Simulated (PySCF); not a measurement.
**TiF3, doublet: molecular constants**

Method: UB3LYP/[Ti def2-SVP, F def2-SVP], no relativity, density fitting, PySCF.

The structure is a minimum.

```xyz
4
charge 0 multiplicity 2, angstrom
Ti    0.0000    0.0000    0.0000
F    -0.0011    0.0000    1.7613
F     1.5258    0.0000   -0.8797
F    -1.5248    0.0000   -0.8815
```

```
Point group                                                                   : D3h
Bond lengths                                                                  : Ti–F 1.761 Å (×3)
Bond angles                                                                   : F–Ti–F 120.0° (×3)
Principal polarisabilities                                                    : 21.4, 25.1, 25.1 bohr³
Rotational symmetry number                                                    : 6
Principal quadrupole moments (Buckingham, traceless) about the centre of mass : -4.01, -4.01, 8.01 D Å
Dipole moment                                                                 : 0.00 D
Heat capacity Cp at 298.15 K                                                  : 66.2 J/(mol K)
Spin squared ⟨S²⟩                                                             : 0.752
Enthalpy at 298.15 K above 0 K                                                : 15.92 kJ/mol
Rotational constants                                                          : 0.1907, 0.1907, 0.09535 cm⁻¹
Atomisation energy without zero-point energy                                  : 1812 kJ/mol
Zero-point energy                                                             : 16.2 kJ/mol
Lowest empty level (β)                                                        : -2.69 eV
Entropy at 298.15 K and 1 bar (electronic part: spin only)                    : 306.6 J/(mol K)
Highest occupied level (α)                                                    : -6.65 eV
```

Harmonic modes (masses in u: Ti 47.948, F 18.998):
```csv
symmetry,ω (cm⁻¹),"IR (km/mol, summed over degenerate members)",type
a2'',60,41.6,bend
e',176,25.8,bend
a1',684,0.0,stretch
e',804,456,stretch
```

In D3h the vibrations span a2'' + 2e' + a1'. The a1' mode carries no infrared intensity, as symmetry demands.

Charges (e):
```csv
atom,Mulliken,Löwdin,polar tensor,spin (Mulliken),Mayer order to Ti1
Ti1,1.20,0.53,1.96,1.04,–
"F2,3,4",-0.40,-0.18,-0.65,-0.01,1.03
```

Mulliken populations on Ti1: s 6.28, p 12.33, d 2.14, f 0.06.

Formally Ti is in oxidation state +3, d1, with 1 unpaired electron. The Mulliken spin on Ti is 1.04. The polar-tensor charge on Ti, 1.96, is below the formal one.

This need not be the most stable arrangement of these atoms. With open d or f shells other occupations or spin states may lie lower.

The final relaxation and frequency run took about 60 core-seconds on a shared host.
